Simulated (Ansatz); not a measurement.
Program: Ansatz. Geometries: PBE0-D4/def2-TZVP. ΔE: electronic, gas phase. CCSD(T)/CBS is the MP2 limit (def2-TZVPP, def2-QZVPP) plus CCSD(T) − MP2 in def2-TZVPP, frozen cores. This one scheme is used for every species. Each species was taken in one conformer, which may not be the lowest.

Reaction (cleavage of the Si–Si bond): `F[SiH2][SiH2]S` + `OCO` → `OCO[SiH2]S` + `F[SiH3]`

`F[SiH2][SiH2]S`:

Z-matrix (Å, degrees):
```
Si
Si 1 2.343
F 1 1.610 2 107.0
H 1 1.485 2 111.1 3 117.5
H 1 1.487 2 113.4 3 -118.6
S 2 2.142 1 108.2 3 -50.6
H 2 1.486 1 110.7 3 -165.8
H 2 1.488 1 111.4 3 73.1
H 6 1.344 2 94.3 1 49.6
```

`OCO`:

```xyz
7

O     0.716   -0.359   -0.918
C    -0.366   -0.178   -0.054
O    -0.073    0.672    1.014
H     0.944    0.498   -1.292
H    -0.635   -1.184    0.284
H    -1.222    0.279   -0.560
H     0.636    0.271    1.526
```

`OCO[SiH2]S`:

Cartesian coordinates in Å:
```
O 1.115 0.895 0.910
C 1.211 0.489 -0.422
O 0.556 -0.724 -0.660
Si -0.976 -1.020 -0.122
S -2.297 0.628 -0.406
H 1.634 0.295 1.454
H 2.252 0.351 -0.732
H 0.751 1.289 -1.008
H -0.959 -1.397 1.311
H -1.491 -2.124 -0.960
H -1.796 1.316 0.635
```

`F[SiH3]`:

Z-matrix (Å, degrees):
```
Si
F 1 1.600
H 1 1.482 2 108.3
H 1 1.482 2 108.3 3 -120.0
H 1 1.482 2 108.3 3 120.0
```

```tsv
level	ΔE (kcal/mol)
MP2/def2-TZVPP	-28.1
MP2/def2-QZVPP	-27.9
```

Question: What does CCSD(T)/CBS give? (Best estimate.)

Answer: Computed: -25.5 kcal/mol. The listed levels differ from it by -2.6, -2.4 kcal/mol.

Largest T1 diagnostic among the species: 0.012.

In def2-TZVPP, CCSD(T) changes the Hartree–Fock value by +3.1 kcal/mol (the triples alone add +0.3 kcal/mol) and MP2 by +1.0 kcal/mol. From PBE to PBE0 (25 % exact exchange), in def2-TZVPP and without D4, ΔE moves by −1.7 kcal/mol.
